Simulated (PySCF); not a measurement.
C₃H₁₀SeSi.
Cartesian coordinates in Å at the PBE0-D3(BJ)/def2-SVP level; atoms count from 1:
```xyz
15
C3H10SeSi angstrom
C     -2.021   -0.288   -0.682
C     -0.666    0.111   -0.124
C     -0.463   -0.362    1.303
Se     0.715   -0.620   -1.357
Si     2.522    0.463   -0.508
H     -2.823    0.127   -0.049
H     -2.137   -1.383   -0.695
H     -2.166    0.085   -1.706
H     -0.555    1.206   -0.179
H     -1.237    0.074    1.958
H      0.517   -0.067    1.707
H     -0.537   -1.459    1.368
H      3.639    0.209   -1.463
H      2.919   -0.026    0.848
H      2.253    1.932   -0.408
```

A calculation gives these core lines: C 1s: 290.74 (area 2), 291.08 (area 1) eV; Si 1s: 1846.67 eV; Si 2p3/2: 106.87 eV.

Method used: PySCF, delta-SCF UKS SCAN, pcX-2 on the ionised atom, pcseg-1 elsewhere, spin-free X2C. Geometry: PBE0-D3(BJ)/def2-SVP, one conformer, isolated molecule.

Question: Order the carbon atoms by C 1s binding energy.

Answer: 290.74 eV: C1/C3 (methyl carbon); 291.08 eV: C2 (sp3 carbon bound to selenium). Lowest listed C 1s: C1/C3, bonded to C and 3 H. Highest, 0.34 eV above it: C2, bonded to 2 C, Se and H. Summing the Pauling electronegativity differences to the bonded atoms, each weighted by its formal bond order, gives -1.05 for the lowest site and -0.35 for the highest.

Bonded neighbours of each site: C1/C3: C and 3 H; C2: 2 C, Se and H; Si5: Se and 3 H.

Question: Express the binding energy of Si 1s of Si5 in atomic units and per mole.

Answer: 1846.67 eV = 67.8639 Eh = 178177 kJ/mol.

One atom of each set of topologically equivalent atoms was ionised and stands for the set; in this conformer not all members are related by symmetry, and their own values weren't computed. 2p3/2 and 2p1/2 are the ΔSCF energy of one spin-free 2p hole plus the eigenvalues of a spin–orbit and ligand-field matrix of the shell. 2p1/2 minus 2p3/2 (ligand field included): Si 0.62 eV. No level of selenium is listed.
